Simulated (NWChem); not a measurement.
System: SiH2O2BrCl; SMILES O[Si](O)(Cl)Br

```xyz
7

O     -1.2412    -0.9508     1.3945
Si    -0.4170    -0.6043     0.0056
O     -1.4113    -0.8854    -1.2927
Cl     1.2397    -1.8214     0.0134
Br     0.2803     1.5214    -0.0657
H     -2.1137    -0.5236     1.4678
H     -1.1255    -0.4889    -2.1351
```
Atoms are numbered in this order, from 1.

Computed with NWChem. Pople sets run with spherical d functions. All runs use the structure optimised with PBE-D3(BJ)/def2-SVP. Vzz is the largest principal value of the second derivative of the potential at the nucleus (NWChem prints the opposite sign); η is the asymmetry. Non-relativistic.

```json
[
 {"level": "Hartree-Fock/def2-SVP", "Vzz O1 (a.u.)": "___", "η O1": "0.66", "Vzz O3 (a.u.)": "___", "η O3": "0.66", "Vzz Cl4 (a.u.)": "2.120", "η Cl4": "0.03", "Vzz Br5 (a.u.)": "4.205", "η Br5": "0.04"},
 {"level": "Hartree-Fock/6-31G*", "Vzz O1 (a.u.)": "1.425", "η O1": "0.69", "Vzz O3 (a.u.)": "1.402", "η O3": "0.70", "Vzz Cl4 (a.u.)": "2.200", "η Cl4": "0.03", "Vzz Br5 (a.u.)": "4.030", "η Br5": "0.04"},
 {"level": "PBE0/6-31G*", "Vzz O1 (a.u.)": "1.335", "η O1": "0.70", "Vzz O3 (a.u.)": "1.313", "η O3": "0.72", "Vzz Cl4 (a.u.)": "2.262", "η Cl4": "0.03", "Vzz Br5 (a.u.)": "4.231", "η Br5": "0.04"},
 {"level": "PBE0/cc-pVTZ", "Vzz O1 (a.u.)": "1.362", "η O1": "0.67", "Vzz O3 (a.u.)": "1.343", "η O3": "0.68", "Vzz Cl4 (a.u.)": "2.125", "η Cl4": "0.03", "Vzz Br5 (a.u.)": "4.249", "η Br5": "0.04"}
]
```

Q: Some entries are withheld; supply them.

A: 
- Hartree-Fock/def2-SVP, Vzz O1 (a.u.): 1.498
- Hartree-Fock/def2-SVP, Vzz O3 (a.u.): 1.479
